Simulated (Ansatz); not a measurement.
`[BH2][Al]([NH2])[SiH3]` + H₂ → `[NH2][AlH][SiH3]` + BH₃ at 500 K and 1 bar (hydrogenolysis of the Al–B bond).

Gas-phase electronic energies from Ansatz, PBE0-D4/def2-TZVP geometries. CCSD(T)/CBS adds triple-zeta CCSD(T) − MP2 to the extrapolated MP2 energy (def2 sets, frozen cores). This one scheme is used for every species. One conformer a species, not always the lowest.

| species | CCSD(T)/CBS energy (Eh) | H − E (kJ/mol) | S (J/(mol·K)) |
| --- | --- | --- | --- |
| `[BH2][Al]([NH2])[SiH3]` | -614.78799 | 238.2 | 452.0 |
| H₂ | -1.17544 | 41.0 | 145.5 |
| `[NH2][AlH][SiH3]` | -589.42853 | 193.0 | 388.8 |
| BH₃ | -26.55200 | 86.8 | 208.8 |

H − E and S are ideal-gas, rigid-rotor, harmonic terms from PBE0-D4/def2-TZVP, for one conformer and one mirror image of each species. For small species the MP2-based limit differs from directly extrapolated CCSD(T) by up to some mEh (0.8 for H₂); such offsets cancel only in part. 1 Eh = 2625.50 kJ/mol, R = 8.31446 J/(mol·K).

**Question.** By hand: ΔE, ΔH, ΔS and ΔG.

**Answer.** ΔE = (-589.42853) + (-26.55200) − (-614.78799) − (-1.17544) = -0.01710 Eh = -44.9 kJ/mol. Δ(H − E) = 193.0 + 86.8 − 238.2 − 41.0 = 0.6, so ΔH = -44.3 kJ/mol. ΔS = 388.8 + 208.8 − 452.0 − 145.5 = 0.1 J/(mol·K). ΔG = -44.3 − 500 × (0.1)/1000 = -44.3 kJ/mol.

**Question.** By hand: the equilibrium constant, and the temperature at which ΔG would vanish if ΔH and ΔS stayed fixed.

**Answer.** log₁₀ K = −ΔG/(RT ln 10) = 4.6. ΔH and −TΔS have one sign here, so there is no such temperature. One of them is within its doubt of zero, so this could turn.

The number of gas molecules stays the same, so ΔS is small and ΔH decides. A doubt of 5 kJ/mol in ΔE shifts log₁₀ K by 0.5 here. Other conformers and mirror images would add mixing entropy, several J/(mol·K) or more a flexible species. Modes under 60 cm⁻¹, often nearly free rotors, make the harmonic entropy too high. These are equilibria of isolated gas molecules and say nothing of rates. Largest T1 diagnostic: 0.013 (customary marks: 0.02 for closed shells, 0.045 for open ones).
